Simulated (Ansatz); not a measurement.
CH₃BFNO (`OC1(F)BN1`). Total charge 0; spin multiplicity 1. All single points use the PBE0-D4/def2-TZVP geometry. It is one conformer, not always the lowest.

```xyz
8

O    -1.563    0.292    0.072
C    -0.212    0.299    0.273
F     0.175    1.570    0.647
B     0.664   -0.937    0.546
N     0.662   -0.311   -0.663
H    -1.806    1.090   -0.413
H     1.132   -1.833    1.158
H     0.948   -0.172   -1.620
```

(1) What is the dipole moment at r2SCAN/def2-TZVPP? (Best estimate.)

(2) And with PBE, B3LYP, ωB97M-V? (Estimate.)

(3) Give the Mulliken charges with r2SCAN, PBE, ωB97M-V in def2-TZVPP. (Estimate.)

## Answers

(1) Computed: 2.38 D, with components (0.59, -0.17, -2.30) D in this frame, pointing from negative to positive charge.

(2) The calculation gave: PBE 2.38 D, B3LYP 2.36 D, ωB97M-V 2.39 D.

(3) The calculation gave: 
| atom | r2SCAN | PBE | ωB97M-V |
| --- | --- | --- | --- |
| O1 | -0.33 | -0.27 | -0.29 |
| C2 | 0.38 | 0.26 | 0.30 |
| F3 | -0.23 | -0.19 | -0.23 |
| B4 | -0.08 | -0.10 | -0.10 |
| N5 | -0.13 | -0.08 | -0.10 |
| H6 | 0.20 | 0.18 | 0.17 |
| H7 | 0.03 | 0.03 | 0.10 |
| H8 | 0.17 | 0.18 | 0.14 |

B3LYP here is the variant with VWN-RPA as its local correlation; programs differ in this.
